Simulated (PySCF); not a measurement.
Working out the ionisation energy of Ca

Ca [Ar] 4s2 (1S) → Ca⁺ [Ar] 4s1 (2S). Calculation: PySCF 2.14, in def2-QZVPPD (11s6p4d3f, 70 functions); the non-relativistic Hamiltonian (point nucleus). Frozen: [Ne]. Energies in hartree (1 hartree = 27.21139 eV):

```
             part   Ca (lower)  Ca⁺ (upper)
              UHF  -676.757908  -676.569870
MP2 opposite-spin    -0.179525    -0.154003
    MP2 same-spin    -0.062010    -0.057377
```

Question: What does Hartree-Fock give?

Answer: (-676.569870) − (-676.757908) = 0.188038 hartree = 5.117 eV.

Question: What do MP2 and SCS-MP2 (6/5 opposite-spin, 1/3 same-spin) give?

Answer: The opposite-spin parts differ by 0.694 eV and the same-spin parts by 0.126 eV. MP2: 5.117 + (0.694) + (0.126) = 5.937 eV. SCS-MP2: 5.117 + 1.2 × (0.694) + (0.126)/3 = 5.992 eV.

Measured between the centres of the two terms (NIST): 6.113 eV, so MP2 (valence and next inner shell) is off by -0.176 eV.

The calculation is non-relativistic.

What remains against the reference includes basis incompleteness, the frozen core and correlation beyond second order.
